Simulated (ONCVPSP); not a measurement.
# neon: excitation energies, all-electron against ONCV

ONCVPSP 4.0.1 input, shortened (lines: element, Z, core and valence counts, functional; n l f; lmax; l rc ep ncon nbas qcut; lloc lpopt rc5 dvloc0; l nproj debl; icmod fcfact rcfact), LDA (Perdew-Wang 92), scalar-relativistic:

```
  Ne 10.00    1    2  -001012      upf
    1    0    2.00
    2    0    2.00
    2    1    6.00
    1
    0    0.75    0.00    4    7    7.90
    1    1.45    0.00    4    9    9.30
    4    5    0.50    0.00
    0    2    1.60
    1    2    2.20
    2    0.20    1.15
```

Energies are relative to the spin-unpolarised reference configuration 2s2 2p6; without spin polarisation the order of configurations can differ from experiment.

```
valence configuration  charge  ΔE all-electron (eV)  error AE − PS (meV)
              2s2 2p4      +2                66.066                 +520
              2s2 2p3      +3               133.599                +1829
```

Question: What are ΔE and the potential's error for 2s2 2p5?

Answer: ΔE = 22.657 eV all-electron; the error (AE − PS) is +73 meV.

Question: What are ΔE and the potential's error for 2s2 2p2?

Answer: ΔE = 228.297 eV all-electron; the error (AE − PS) is +4680 meV.
